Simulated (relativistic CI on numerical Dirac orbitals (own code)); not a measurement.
**Radial parameters of Hf X**

Computed by Dirac-Coulomb-Breit CI, separate exchange-only KLI orbitals for each configuration, model QED (radiative potential, 1s self-energy scaled to tabulated hydrogen-like ionisation energies), unscaled Slater integrals (own radial code, finite nucleus).

Slater integrals F^k, G^k are unscaled and averaged over j, outside the closed core [Kr] 4d10; ζ comes from projecting the Hamiltonian with its Breit term on Σ l·s of the shell.

- 4f13 5s2 5p2: ζ(4f) = 3819, F^2(5p,5p) = 91559, F^2(4f,5p) = 68907, G^2(4f,5p) = 30027, G^4(4f,5p) = 24765, ζ(5p) = 55791 cm⁻¹; <r>(4f) = 0.6166, <r^2>(4f) = 0.4648, <r>(5p) = 1.173, <r^2>(5p) = 1.538 (bohr units).
- 4f12 5s2 5p3: F^2(4f,4f) = 163280, F^4(4f,4f) = 103540, F^6(4f,4f) = 74808, ζ(4f) = 4003.5, F^2(5p,5p) = 92396, F^2(4f,5p) = 69164, G^2(4f,5p) = 29233, G^4(4f,5p) = 24321, ζ(5p) = 57574 cm⁻¹; <r>(4f) = 0.6039, <r^2>(4f) = 0.4438, <r>(5p) = 1.162, <r^2>(5p) = 1.509 (bohr units).
- 4f14 5s2 5p: ζ(5p) = 54082 cm⁻¹; <r>(5p) = 1.183, <r^2>(5p) = 1.565 (bohr units).

Averages of the first 10 configurations, taken without configuration mixing, which lowers the lowest level and can move excited configurations by several eV; other configurations of the list can lie among them:

| Configuration | Parity | States | Average energy above the lowest level (eV) |
| --- | --- | --- | --- |
| 4f13 5s2 5p2 | odd | 210 | 18.0 |
| 4f12 5s2 5p3 | odd | 1820 | 15.9 |
| 4f14 5s2 5p | odd | 6 | 25.1 |
| 4f13 5s 5p3 | even | 560 | 54.4 |
| 4f12 5s 5p4 | even | 2730 | 54.5 |
| 4f13 5s2 5p 5d | even | 840 | 67.1 |
| 4f14 5s2 5d | even | 10 | 73.5 |
| 4f14 5s 5p2 | even | 30 | 59.2 |
| 4f13 5s 5p2 5d | odd | 4200 | 101.9 |
| 4f14 5s2 6s | even | 2 | 93.6 |
